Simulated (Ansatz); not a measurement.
Basis-set extrapolation for H$_{7}$NOSSi$_{2}$, SMILES `N[SiH](O)S[SiH3]` (PBE0-D4/def2-TZVP geometry, frozen core, the Gaussian-basis code of Ansatz). Multiplicity 1, RHF reference.

```json
{"": "HF", "def2-TZVPP": "-1109.027896", "def2-QZVPP": "-1109.064181"}
{"": "MP2 correlation", "def2-TZVPP": "-0.880008", "def2-QZVPP": "-0.951147"}
{"": "CCSD(T) correlation", "def2-TZVPP": "-0.969650", "def2-QZVPP": "not run"}
```

Energies in hartree. Use E(X) = E(∞) + A·exp(−7.88·√X) for Hartree–Fock and E(X) = E(∞) + B·X^(−2.97) for correlation, with X = 3 and 4, and add CCSD(T) minus MP2 of the smaller set to the MP2 limit.

Q: What is the CCSD(T) energy at the basis-set limit?

A: HF limit: -1109.064181 + (-0.036285) × 0.13774 = -1109.06918. MP2 limit: -0.951147 + (-0.071139) × 0.74074 = -1.00384. Higher-order term: -0.969650 − (-0.880008) = -0.08964. Total: -1110.16266 hartree, 433.5 kJ/mol below CCSD(T)/def2-TZVPP.
